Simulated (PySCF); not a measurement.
Rhodium: a sound run and one with changed settings

Sound run: Rh [Kr] 4d8 5s1, Rh⁺ [Kr] 4d8. Computed with PySCF 2.14 in aug-cc-pVDZ-PP with ECP28MDF (5s5p4d2f, 54 functions), with scalar relativity through the core potential. In the sound run the correlated levels freeze 4s2 4p6 outside the core potential. The sound run starts from symmetry-adapted Hartree-Fock orbitals and uses a fine grid where one is needed.

A second run was set up differently.

| species | method | sound run (hartree) | changed run (hartree) | converged |
| --- | --- | --- | --- | --- |
| Rh | MP2 | -109.59428 | -109.79008 | yes |
| Rh⁺ | MP2 | -109.32806 | -109.51640 | yes |

Ionisation energy of Rh:

```csv
method,sound run (eV),changed run (eV)
UHF,6.314,6.314
MP2,7.244,7.447
SCS-MP2,7.033,7.209
```

**Question.** What was changed?
A. level shift left on
B. basis contracted for another Hamiltonian
C. all electrons correlated in a valence basis
D. a valence shell is frozen

**Answer.** C. A valence basis has no tight correlating functions, so it recovers only part of the core correlation, and not evenly between atom and ion.
